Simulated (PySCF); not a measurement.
# Ho (holmium, neutral) across methods

[Xe] 4f11 5d2, one real determinant (an excited configuration). All numbers are calculated (PySCF 2.14, the spin-free X2C one-electron Hamiltonian (Gaussian nucleus), in x2c-TZVPPall with one added diffuse shell each of s, p, d, f type (12s8p8d5f2g, 129 functions)).

| method | E (hartree) | mean ε 4f α (eV) | mean ε 4f β (eV) | mean ε 5d α (eV) | Σ⟨r²⟩ (bohr²) | ⟨S²⟩ |
| --- | --- | --- | --- | --- | --- | --- |
| UHF | -12611.14004 | -13.477 | -10.236 | -2.911 | 83.83 | 8.754 |
| PBE | -12615.70 | -2.874 | -0.988 | -1.283 | 82.47 | 8.753 |
| r2SCAN | -12615.90 | -2.627 | -0.747 | -1.256 | 79.25 | 8.763 |
| LDA | -12606.95 | -3.134 | -1.042 | -1.265 | 81.14 | 8.756 |
| PBE0 | -12615.51 | -5.441 | -3.236 | -1.742 | 80.96 | 8.752 |

⟨L²⟩ = 46.07 against 90 for a pure M term, so this real determinant mixes terms. Spin-orbit coupling, absent here, splits the open shell strongly.
